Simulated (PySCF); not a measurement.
## Core binding energy against partial charge

Species: C6H11B.
SMILES with atom numbers: `[CH3:1][C:2]#[C:3][CH2:4][B:5]([CH3:6])[CH3:7]`

Cartesian coordinates in Å at the PBE0-D3(BJ)/def2-SVP level; atoms count from 1:
```xyz
18
C6H11B angstrom
C      3.623   -0.218    0.117
C      2.210   -0.479    0.341
C      1.033   -0.708    0.532
C     -0.386   -0.935    0.743
B     -1.404    0.106    0.108
C     -0.882    1.215   -0.867
C     -2.925   -0.011    0.483
H      4.185   -1.153   -0.037
H      4.074    0.301    0.977
H      3.780    0.414   -0.772
H     -0.614   -1.041    1.821
H     -0.687   -1.915    0.317
H     -0.353    0.734   -1.709
H     -1.650    1.893   -1.267
H     -0.099    1.807   -0.360
H     -3.206   -0.907    1.056
H     -3.571    0.073   -0.406
H     -3.174    0.873    1.102
```

Binding energies: delta-SCF UKS SCAN, pcX-2 on the ionised atom, pcseg-1 elsewhere, spin-free X2C (PySCF). Charges: PBE0/pcSseg-1 ground-state density, for the ionised atom.

```tsv
atom	environment	C 1s (eV)	Mulliken (e)	IAO (e)	Hirshfeld (e)	ESP (e)
C2	alkyne carbon	289.62	-0.334	-0.083	-0.071	+0.066
C3	alkyne carbon	289.70	-0.022	-0.067	-0.065	-0.257
C6	sp3 carbon bound to boron	289.83	-0.508	-0.569	-0.196	-0.707
C4	sp3 carbon bound to boron	290.54	-0.432	-0.417	-0.125	-0.294
C1	propargylic carbon	291.29	-0.220	-0.424	-0.099	-0.462
```

Task: Give the correlation coefficient and slope of binding energy on charge for each scheme.

Result: Mulliken: r = 0.00, slope 0.0 eV per e; Hirshfeld: r = -0.04, slope -0.5 eV per e; ESP: r = -0.32, slope -0.8 eV per e; IAO: r = -0.49, slope -1.6 eV per e. On 5 points no scheme stands out.

Task: The point-charge model writes a binding energy as kq + V + constant, with V the potential of the other atoms' charges at the site. What does it give with the Mulliken charges?

Result: V = Σ 14.40 eV Å × q/r over all other atoms: +0.65 eV at C2, -3.83 eV at C3, +6.99 eV at C6, +5.30 eV at C4, +2.50 eV at C1. Fitting binding energy − V to q gives k = 20.7 eV per e and leaves an rms residual of 0.92 eV, against 0.64 eV for the fit on q alone. The model has no term for differences in relaxation between sites.

One conformer (not necessarily the lowest) at the PBE0-D3(BJ)/def2-SVP geometry, without solvent, vibrations or thermal averaging.
